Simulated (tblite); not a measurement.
C6H6F3O (charge +1).
SMILES with atom numbers: `[F:1][C+:2]1[CH2:3][CH2:4][CH:5]=[C:6]1[O:7][CH:8]([F:9])[F:10]` (hydrogens: H11, H12 on C3; H13, H14 on C4; H15 on C5; H16 on C8)
Bond orders are those of one Lewis drawing.

Computed with GFN2-xTB (tblite), gas phase: Langevin dynamics at 400 K from the optimised GFN2-xTB geometry, time step 0.5 fs, friction 0.01 fs⁻¹, 2000 steps.

Start geometry:
```
atom  x, y, z in Å
F1     -0.549   -2.459    0.876
C2     -0.670   -1.255    0.434
C3     -1.962   -0.626    0.169
C4     -1.588    0.766   -0.325
C5     -0.127    0.806   -0.295
C6      0.405   -0.391    0.151
O7      1.685   -0.773    0.323
C8      2.680    0.127    0.032
F9      2.536    1.239    0.769
F10     2.598    0.518   -1.250
H11    -2.590   -0.617    1.069
H12    -2.546   -1.206   -0.557
H13    -1.961    0.979   -1.335
H14    -2.011    1.571    0.289
H15     0.441    1.676   -0.591
H16     3.651   -0.346    0.230
```

The statistics below take the 31 frames saved every 25 fs from 250 to 1000 fs; their kinetic temperature (all 3N coordinates) averages 391 K.

Q: How do the bond lengths spread?

A: 
| bond | start (Å) | mean (Å) | standard deviation (Å) | shortest (Å) | longest (Å) |
| --- | --- | --- | --- | --- | --- |
| F1–C2 | 1.289 | 1.303 | 0.029 | 1.249 | 1.355 |
| C2–C3 | 1.460 | 1.456 | 0.035 | 1.390 | 1.522 |
| C3–C4 | 1.524 | 1.534 | 0.032 | 1.466 | 1.613 |
| C4–C5 | 1.462 | 1.456 | 0.028 | 1.394 | 1.502 |
| C5=C6 | 1.384 | 1.391 | 0.034 | 1.323 | 1.449 |
| C6–O7 | 1.347 | 1.351 | 0.031 | 1.285 | 1.409 |
| O7–C8 | 1.372 | 1.375 | 0.032 | 1.315 | 1.428 |
| C8–F9 | 1.342 | 1.342 | 0.021 | 1.304 | 1.382 |
| C8–F10 | 1.342 | 1.348 | 0.028 | 1.302 | 1.401 |
| C2–C6 | 1.408 | 1.415 | 0.027 | 1.365 | 1.474 |
| C3–H11 | 1.098 | 1.102 | 0.034 | 1.043 | 1.172 |
| C3–H12 | 1.098 | 1.104 | 0.035 | 1.039 | 1.182 |
| C4–H13 | 1.097 | 1.101 | 0.025 | 1.053 | 1.166 |
| C4–H14 | 1.097 | 1.112 | 0.039 | 1.052 | 1.237 |
| C5–H15 | 1.081 | 1.085 | 0.030 | 1.020 | 1.138 |
| C8–H16 | 1.098 | 1.106 | 0.038 | 1.036 | 1.200 |

Q: Give the same statistics for bond angles, one of each kind among heavy atoms.

A: 
```csv
angle,start (°),mean (°),standard deviation (°),smallest (°),largest (°)
F1–C2–C3,123.2,123.6,3.8,117.7,134.3
F1–C2–C6,124.8,123.4,3.4,114.3,129.3
C3–C2–C6,112.0,112.3,2.3,108.1,116.8
C2–C3–C4,103.6,103.0,2.1,98.6,107.0
C3–C4–C5,105.3,105.1,2.4,100.2,112.2
C4–C5–C6,111.5,111.6,2.2,107.2,116.2
C5–C6–O7,130.7,131.2,3.0,125.6,140.3
C2–C6–C5,107.6,106.7,2.1,102.8,110.3
C2–C6–O7,121.7,121.5,3.1,114.4,128.2
C6–O7–C8,118.4,119.0,3.9,109.7,125.9
O7–C8–F9,110.4,110.3,3.2,102.4,115.3
F9–C8–F10,106.0,106.7,4.4,100.2,118.5
```

Q: How far does each atom move about its mean position (frames aligned on the start, all atoms weighted alike), and what rms force does it feel?

A: 
```tsv
atom	rms displacement (Å)	rms force (eV/Å)
F1	0.18	1.34
C2	0.09	2.50
C3	0.08	2.15
C4	0.08	1.97
C5	0.15	2.41
C6	0.11	2.30
O7	0.15	1.73
C8	0.08	1.96
F9	0.18	0.99
F10	0.21	1.15
H11	0.20	1.06
H12	0.25	1.14
H13	0.25	0.84
H14	0.24	1.06
H15	0.26	1.06
H16	0.14	1.20
```

The displacements run from 0.08 to 0.26 Å.

Q: Follow the torsions C5–C6–O7–C8 and C6–O7–C8–F9 through every second one of these frames.

A: 
| t (fs) | C5–C6–O7–C8 (°) | C6–O7–C8–F9 (°) |
| --- | --- | --- |
| 250 | 17 | 52 |
| 300 | 10 | 63 |
| 350 | 17 | 61 |
| 400 | -2 | 74 |
| 450 | 0 | 69 |
| 500 | 1 | 67 |
| 550 | -3 | 67 |
| 600 | 21 | 53 |
| 650 | 24 | 67 |
| 700 | 5 | 73 |
| 750 | 11 | 66 |
| 800 | 13 | 58 |
| 850 | 7 | 54 |
| 900 | 22 | 53 |
| 950 | 29 | 52 |
| 1000 | 17 | 50 |

Largest departure from the start value over all these frames: C5–C6–O7–C8 37° (start 0°), C6–O7–C8–F9 19° (start 58°).

Q: How widely does the potential energy scatter, against a harmonic estimate?

A: Mean 0.68 eV above the start, standard deviation 0.096 eV, range 0.56 to 0.92 eV. For 42 classical harmonic modes at 400 K the canonical values are 42kT/2 = 0.72 eV and kT·√(42/2) = 0.158 eV.

The run is classical and short, so these are rough statistics of one trajectory.

The cost below is that of the whole dynamics run. On one thread of an Arm Neoverse N1, shared host with 64 logical CPUs at a one-minute load of 58, this took 20 s and 0.18 GiB of memory at its peak.
